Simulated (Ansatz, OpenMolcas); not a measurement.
## How basis sets differ on LiI (Lithium Iodide)

LiI: 2 atoms, total charge 0, spin state singlet. As SMILES, `[Li][I]`. The bond length is the measured one.

```xyz
2

Li    0.0000    0.0000    0.0000
I     0.0000    0.0000    2.3919
```

Each level gives the dipole moment (D). The values are calculated.

```csv
level,kind,program,value (D),CPU time
r2SCAN/LANL2DZ (core potential),meta-GGA,Ansatz,7.58,0.6 s
r2SCAN/def2-mTZVP (core potential),meta-GGA,Ansatz,7.31,0.9 s
r2SCAN/def2-mTZVPP (core potential),meta-GGA,Ansatz,7.32,0.94 s
r2SCAN/def2-TZVP (core potential),meta-GGA,Ansatz,7.37,1.2 s
r2SCAN/def2-TZVPPD (core potential),meta-GGA,OpenMolcas,7.32,12 s
r2SCAN/def2-QZVP (core potential),meta-GGA,Ansatz,7.29,2.3 s
```

The values span 7.29 to 7.58 D. Without the sets that lack polarisation functions the rows with a basis span only 7.29 to 7.37 D. CPU times are rough (shared hosts, several kinds of processor): they show what a rung costs within a factor of a few.
